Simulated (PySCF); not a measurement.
C₂H₄F₂OSi, SMILES FC1(F)OC[SiH2]1.

Coordinates come from a B3LYP-D3(BJ)/def2-SVP optimisation. The structure was generated by enumeration, and PubChem lists no compound with its InChIKey, so it may never have been made.

Two levels are set side by side: PBE/def2-TZVP (PySCF) and M06-2X/def2-TZVP (PySCF). Same geometry, gas phase. Differences are taken from unrounded values.

| quantity | M06-2X | PBE | PBE minus M06-2X |
|---|---|---|---|
| orbital gap (eV) | 10.01 | 5.63 | -4.37 |
| highest occupied level (eV) | -10.01 | -7.16 | 2.85 |
| lowest empty level (eV) | 0.00 | -1.53 | -1.53 |
| dipole moment (D) | 3.87 | 3.24 | -0.62 |
| mean polarisability (bohr³) | 51.9 | 55.1 | 3.2 |

PBE's occupied levels lie high since its potential decays too fast outside the molecule; exact exchange lowers them and widens the gap. Loosely held outer electrons make PBE densities more polarisable. Differences between two approximate levels are no errors against the true value.

Rough cost on one machine, each run with all the roots and properties that it gave: M06-2X against PBE about 4 times.
